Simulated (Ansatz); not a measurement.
Isolated molecules relaxed with PBE0-D4/def2-TZVP in Ansatz; ΔE leaves out vibrations. CCSD(T)/CBS adds triple-zeta CCSD(T) − MP2 to the extrapolated MP2 energy (def2 sets, frozen cores). DFT in def2-TZVPP. One conformer a species, not always the lowest.

`CC1=CC(C)=[O+][B-](C)(C)O1` + `C[S][Al]([CH3])[F]` → `CSB(C)C` + `CC1=CC(C)=[O+][Al-]([CH3])([F])[O]1`  (redistribution)

```json
{"level": "CAM-B3LYP-D4", "ΔE (kcal/mol)": "-26.5"}
{"level": "PBE", "ΔE (kcal/mol)": "-24.3"}
{"level": "BLYP", "ΔE (kcal/mol)": "-27.1"}
{"level": "r2SCAN0", "ΔE (kcal/mol)": "-27.1"}
```

**Question.** What does CCSD(T)/CBS give? (An estimate is asked.)

**Answer.** The calculation gave: -25.0 kcal/mol. The listed levels differ from it by -1.5, 0.7, -2.1, -2.1 kcal/mol.

Largest T1 diagnostic among the species: 0.015.

From BLYP to BHLYP (50 % exact exchange), in def2-TZVPP and without D4, ΔE moves by −1.7 kcal/mol. In def2-TZVPP, CCSD(T) changes the Hartree–Fock value by +7.2 kcal/mol (the triples alone add +1.1 kcal/mol) and MP2 by +7.8 kcal/mol.

CCSD(T)/CBS has its own doubt, a few kJ/mol and more with outer-core shells, so smaller differences from it don't rank the levels.
